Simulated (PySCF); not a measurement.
# Computed properties of BClFI, SMILES FB(Cl)I

BClFI, SMILES FB(Cl)I. Geometry: PBE0-D3(BJ)/def2-SVP. The def2 effective core potentials stand for the cores of I; spin–orbit coupling is left out. Other conformers were not sampled. All values are computed for the isolated molecule unless a solvent is named; none is compared with measurement here.

**Structure.** The optimised structure has Cs symmetry. All 6 harmonic modes at PBE0-D3(BJ)/def2-SVP (PySCF) are real, so it is a minimum. With heavy atoms numbered as in [B:1]([Cl:2])([F:3])[I:4], the shortest bond between them is B1–F3 at 1.310 Å and the longest B1–I4 at 2.125 Å.

**Vibrations.** The strongest infrared lines (harmonic, unscaled, degenerate partners summed) lie at 932 cm⁻¹ (497 km/mol, B 86 %, Cl 11 %), 1349 cm⁻¹ (310 km/mol, B 69 %, F 31 %), 472 cm⁻¹ (12 km/mol, F 41 %, Cl 36 %, B 18 %). The softest mode is at 193 cm⁻¹ and the zero-point energy is 5.3 kcal/mol.

**Electronic structure.** ωB97X/def2-TZVPD (PySCF) places the frontier levels at -10.26 and 0.78 eV, a gap of 11.04 eV, and gives a dipole moment of 0.36 D and a mean polarisability of 62.1 bohr³.

**Excitations.** TDDFT-PBE0/def2-SVPD (PySCF) has S1 at 5.05 eV (246 nm, f = 0.000, dark); the most intense of the 10 singlets computed lies at 5.81 eV (f = 0.11). T1 (TDA) is at 4.91 eV. No vertical singlet excitation falls in the visible range (under 3.1 eV).
